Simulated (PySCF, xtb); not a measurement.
C₂H₇NSi₂, SMILES [SiH3][C@H]1N=C[SiH2]1.

Harmonic wavenumbers (cm⁻¹) from GFN2-xTB in xtb 6.7.1 at its own minimum, in rising order: 105, 137, 155, 294, 427, 471, 494, 525, 577, 589, 666, 736, 760, 771, 789, 793, 816, 877, 1010, 1053, 1154, 1196, 1605, 2230, 2246, 2270, 2279, 2285, 2919, 3032.

**Question.** What does ωB97X-D3(BJ)/def2-SVP (PySCF) give at its own minimum? (Estimate from the structure and the level; the computed values follow.)

**Answer.** 125, 155, 166, 295, 502, 542, 556, 620, 658, 714, 795, 810, 860, 917, 941, 959, 965, 970, 998, 1079, 1208, 1284, 1665, 2246, 2250, 2256, 2260, 2266, 3118, 3174. Paired by order, the mean absolute difference is 74 cm⁻¹ and the zero-point energies are 47.5 and 50.5 kcal/mol.
